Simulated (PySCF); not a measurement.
NMR data simulated for an unnamed compound:

$^{1}$H NMR (300 MHz, computed): δ 6.75 (br s, 1H), 5.18 (s, 1H), 5.08 (s, 3H).

$^{13}$C{$^{1}$H} NMR (computed): δ 174.9 (C), 119.4 (C), 60.7 (CH).

Computed data (PySCF 2.14.0 with density-fitted response routines): shielding tensors at PBE0/pcSseg-1 (GIAO), GFN2-xTB geometry. Single conformer, one averaged value for each set of equivalent atoms, gas phase, no relativistic terms.

δ = σ(ref) − σ, references computed at the same level: $^{1}$H (σref 31.72) and $^{13}$C (σref 186.93) vs TMS.

Which of these does the molecule contain: an N-methyl group, an OH group, a nitrile, an S-methyl group, a benzene ring, a Si–H bond?

Answers


- An N-methyl group: no.
- An OH group: yes (δH 6.75 (br s)).
- A nitrile: yes (δC 119.4).
- An S-methyl group: no.
- A benzene ring: no.
- A Si–H bond: yes (δH 5.08 (s)).

The data belong to `InChI=1S/C3H5NO3Si/c4-1-2(7-8)3(5)6/h2H,8H3,(H,5,6)/t2-/m1/s1`; they needn't prove each group on their own.

Carbon signals by region: 1 in the far downfield region (above 160 ppm), 1 in the sp2 and nitrile region (100–160 ppm), 1 at 50–100 ppm. Above 160 ppm: 174.9, carboxylic acid carbon.

The OH or NH signal is concentration- and solvent-dependent in practice; the value given is the gas-phase one. Shifts are as computed. Against solution values, carbons near 30 ppm lie about +3 ppm off and those near 130 ppm about +5 ppm. Of 1211 compounds with measured shifts, 218 miss one by over three times the rms of a fit or turn the order of signals round; such compounds aren't used in these exercises. Hydrogen bonding in solution deshields acid and N–H amide carbonyl carbons by as much as 10 ppm beyond these values. No couplings were computed; multiplicities are counted from neighbouring protons, with m where these are inequivalent, close in shift, in a saturated or five-membered ring or joined by F or P, and br s for small geminal =CH2 splittings.
